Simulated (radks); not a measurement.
Values are calculated unless marked as measured or tabulated.
Fractional charge and spin in the 6s shell of mercury: the spin-up occupation runs from 0 to 1 and the spin-down occupation from 0 to 1; the fullest corner is Hg, [Xe] 4f14 5d10 6s(up 1, down 1). Code: a radial shooting solver on a logarithmic mesh with Libxc functionals. Model: scalar-relativistic Kohn-Sham, BLYP, spin-polarised, spherical densities, finite nucleus; Fermi nuclear charge, rms radius of each element as measured or else 0.836 A^(1/3) + 0.57 fm. Energy (eV) above the fullest corner. The planes named below are the two flat planes that join the four corners, with an edge along up + down = one added electron.

down \ up       0    0.25     0.5    0.75       1
0          29.752  24.149  19.082  14.544  10.526
0.25       24.149  19.127  14.629  10.648   7.174
0.5        19.082  14.629  10.689   7.252   4.310
0.75       14.544  10.648   7.252   4.348   1.923
1          10.526   7.174   4.310   1.923   0.000

Corners above the fullest one (they belong to Hg+ and the next ion): (up 1, down 0) 10.526 eV, (up 0, down 1) 10.526 eV, (up 0, down 0) 29.752 eV. With half an added electron in each spin the energy lies 0.163 eV from the planes (fractional-spin error, the static-correlation error of a stretched bond), and with half an added electron in spin up alone -1.057 eV (fractional-charge error). For a frontier s shell over closed shells the exact functional lies on the planes.
